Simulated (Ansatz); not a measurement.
`N=CB(F)S` + `CC(C)[O][GaH][OH]` → `CC(C)OB(F)S` + `N=[CH][GaH][OH]`  (redistribution)

Computed with Ansatz on PBE0-D4/def2-TZVP structures; ΔE is electronic, products minus reactants. CCSD(T)/CBS adds triple-zeta CCSD(T) − MP2 to the extrapolated MP2 energy (def2 sets, frozen cores). Functionals use def2-TZVPP. For Ga outer-core shells are correlated without core-valence functions, which leaves a few kJ/mol of doubt a bond. Scalar relativity is left out up to krypton. One conformer a species, not always the lowest.

```json
{"level": "PBE-D4", "ΔE (kJ/mol)": "-43.2", "difference from CCSD(T)/CBS": "1.8"}
{"level": "r2SCAN-D4", "ΔE (kJ/mol)": "-44.0", "difference from CCSD(T)/CBS": "1.0"}
{"level": "PBE0-D4", "ΔE (kJ/mol)": "-46.5", "difference from CCSD(T)/CBS": "-1.5"}
{"level": "ωB97X-V", "ΔE (kJ/mol)": "-46.9", "difference from CCSD(T)/CBS": "-1.9"}
{"level": "ωB97M-V", "ΔE (kJ/mol)": "-50.1", "difference from CCSD(T)/CBS": "-5.1"}
{"level": "B2PLYP", "ΔE (kJ/mol)": "-46.2", "difference from CCSD(T)/CBS": "-1.2"}
{"level": "PBE", "ΔE (kJ/mol)": "-45.2", "difference from CCSD(T)/CBS": "-0.2"}
{"level": "r2SCAN", "ΔE (kJ/mol)": "-44.1", "difference from CCSD(T)/CBS": "0.9"}
{"level": "HF/def2-TZVPP", "ΔE (kJ/mol)": "-54.3", "difference from CCSD(T)/CBS": "-9.3"}
{"level": "MP2/def2-TZVPP", "ΔE (kJ/mol)": "-41.7", "difference from CCSD(T)/CBS": "3.3"}
{"level": "SCS-MP2/def2-TZVPP", "ΔE (kJ/mol)": "-42.4", "difference from CCSD(T)/CBS": "2.6"}
{"level": "CCSD/def2-TZVPP", "ΔE (kJ/mol)": "-45.9", "difference from CCSD(T)/CBS": "-0.9"}
{"level": "MP2/def2-QZVPP", "ΔE (kJ/mol)": "-42.2", "difference from CCSD(T)/CBS": "2.8"}
{"level": "SCS-MP2/def2-QZVPP", "ΔE (kJ/mol)": "-43.0", "difference from CCSD(T)/CBS": "2.0"}
{"level": "HF/CBS(def2)", "ΔE (kJ/mol)": "-53.9", "difference from CCSD(T)/CBS": "-8.9"}
{"level": "MP2/CBS(def2)", "ΔE (kJ/mol)": "-42.8", "difference from CCSD(T)/CBS": "2.2"}
{"level": "CCSD(T)/CBS", "ΔE (kJ/mol)": "-45.0", "difference from CCSD(T)/CBS": "0"}
```

Largest T1 diagnostic among the species: 0.015.

The D4 term adds +3.5 kJ/mol with B3LYP and +1.6 kJ/mol with PBE0; it sums over pairs of atoms, weighted by their polarisabilities, and B3LYP, whose exchange is more repulsive, gets the larger term. In def2-TZVPP, CCSD(T) changes the Hartree–Fock value by +10.5 kJ/mol (the triples alone add +2.2 kJ/mol) and MP2 by +12.7 kJ/mol.

B3LYP here is the variant with VWN-RPA as its local correlation; programs differ in this.
